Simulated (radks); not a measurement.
Question: The mean radii <r> (bohr) of the occupied orbitals of an atom or ion are listed with their occupations. Calculated with a radial shooting solver on a logarithmic mesh with Libxc functionals: scalar-relativistic Kohn-Sham, r2SCAN, spin-polarised, spherical densities, finite nucleus; meta-GGA in the generalised Kohn-Sham scheme; Fermi nuclear charge, rms radius of each element as measured or else 0.836 A^(1/3) + 0.57 fm.

| orbital | occ. | <r> |
|---|---|---|
| 1s up | 1 | 0.06342 |
| 1s down | 1 | 0.06320 |
| 2s up | 1 | 0.2742 |
| 2s down | 1 | 0.2773 |
| 2p up | 3 | 0.2382 |

Name the element and its charge. Open shells, if any, are filled with parallel spins first.

Answer: Z = 24, chromium, charge +17: Cr17+ in [He] 2s2 2p3. The 1s radius gives Z: for a bare nucleus <r> = (2 gamma + 1)/(2Z) with gamma = sqrt(1 - (Z/c)^2), 0.06186 bohr for Z = 24, and screening makes it slightly larger (0.06342 here). The occupations add up to 7, and the charge is Z minus that.
